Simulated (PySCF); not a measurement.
**C₆ coefficients of unlike pairs at PBE0**

Calculated with PySCF 2.14 from the dipole response of each species, C₆(A,B) = (3/π) ∫ α_A(iu) α_B(iu) du, in atomic units, from isotropic polarisabilities. For ions this is the dispersion term alone; charge-induced terms of lower order in 1/R come first.

| species | configuration | basis | relativity | α (bohr³) | C₆ (like pair) |
| --- | --- | --- | --- | --- | --- |
| Cd⁺ | [Kr] 4d10 5s1 (2S) | aug-cc-pwCVDZ-PP with ECP28MDF (6s6p5d3f) | core potential | 23.08 | 130.5 |
| Ge³⁺ | [Ar] 3d10 4s1 (2S) | x2c-QZVPPall with one added diffuse shell each of s, p, d, f type (12s9p6d5f1g) | spin-free X2C | 6.164 | 14.92 |
| Fe²⁺ | [Ar] 3d6 (5D) | def2-TZVPPD (6s6p4d2f1g) | none | 2.965 | 7.438 |
| Ne⁺ | [He] 2s2 2p5 (2P) | def2-QZVPPD (8s5p4d2f1g) | none | 1.338 | 2.326 |

**Question.** Estimate C₆ for Ge³⁺ with Cd⁺.

**Answer.** The integral gives 43.50. The combination rule 2 C_A C_B / (C_A α_B/α_A + C_B α_A/α_B) gives 42.93 and the geometric mean 44.13.

No spin-orbit coupling is included.

The other pairs:

| pair | C₆ |
| --- | --- |
| Fe²⁺, Ge³⁺ | 9.950 |
| Ne⁺, Cd⁺ | 14.76 |
| Fe²⁺, Cd⁺ | 27.92 |
| Ne⁺, Ge³⁺ | 5.332 |
| Ne⁺, Fe²⁺ | 4.131 |
